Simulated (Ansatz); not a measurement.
Basis-set extrapolation for B2ClFH2 (`FBBCl`) (PBE0-D4/def2-TZVP geometry, frozen core, Ansatz 0.2.0). Multiplicity 1, RHF reference.

|  | def2-TZVPP | def2-QZVPP |
| --- | --- | --- |
| HF | -609.611051 | -609.630473 |
| MP2 correlation | -0.625429 | -0.681699 |
| CCSD(T) correlation | -0.685812 | not run |

Energies in hartree. Use E(X) = E(∞) + A·exp(−7.88·√X) for Hartree–Fock and E(X) = E(∞) + B·X^(−2.97) for correlation, with X = 3 and 4, and add CCSD(T) minus MP2 of the smaller set to the MP2 limit.

Question: What is the CCSD(T) energy at the basis-set limit?

Answer: HF limit: -609.630473 + (-0.019422) × 0.13774 = -609.63315. MP2 limit: -0.681699 + (-0.056270) × 0.74074 = -0.72338. Higher-order term: -0.685812 − (-0.625429) = -0.06038. Total: -610.41691 hartree, 315.2 kJ/mol below CCSD(T)/def2-TZVPP.
